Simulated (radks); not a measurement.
Question: The table gives one normalised radial function P(r) = r R(r) of Kr25+ in [Ne] 3s1 (r in bohr). Calculated with a radial shooting solver on a logarithmic mesh with Libxc functionals: scalar-relativistic Kohn-Sham, PBE, spin-unpolarised, spherical densities, point nucleus.

r,P
0.004668,0.5847
0.006479,0.7480
0.008995,0.9292
0.01259,1.1093
0.01747,1.2324
0.02426,1.2264
0.03367,0.9889
0.04674,0.4246
0.06541,-0.5015
0.0908,-1.5566
0.126,-2.3429
0.175,-2.4175
0.2429,-1.7302
0.3399,-0.7798
0.4718,-0.2006
0.655,-0.0237
0.9093,-0.0010
1.262,0.0000

Which n and l does it have? It may be an empty orbital.

Answer: n = 2, l = 0: the number of nodes gives n - l - 1 = 1, the rise at small r (about r^(l+1)) gives l, and the extent must fit the shell. The curve is that of 2s. 2s: eigenvalue -3009.8 eV, 1 radial node at r = 0.0553 bohr, <r> = 0.180 bohr, 90 % of the charge inside 0.277 bohr.
